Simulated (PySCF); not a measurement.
## Excitation energy of Os by level of theory

Os [Xe] 4f14 5d6 6s2 (5D) → Os [Xe] 4f14 5d5 6s2 7s1 (7S), as a difference of total energies. Calculation: PySCF 2.14, in aug-cc-pVDZ-PP with ECP60MDF (5s5p4d2f, 54 functions); scalar relativity through the core potential. Correlated levels: valence: 5s2 5p6 frozen. The calculations carry no spin-orbit coupling.

```tsv
method	excitation energy (eV)
UHF	5.060
MP2 (valence)	6.150
SCS-MP2 (valence)	6.313
CCSD (valence)	6.139
CCSD(T) (valence)	6.190
```

**Question.** How much does correlation contribute at CCSD(T) (valence)?

**Answer.** 6.190 − (5.060) = 1.130 eV, measured against UHF.

The promoted electron is Rydberg-like, and one or two diffuse shells describe it only roughly, which tends to raise the upper state.
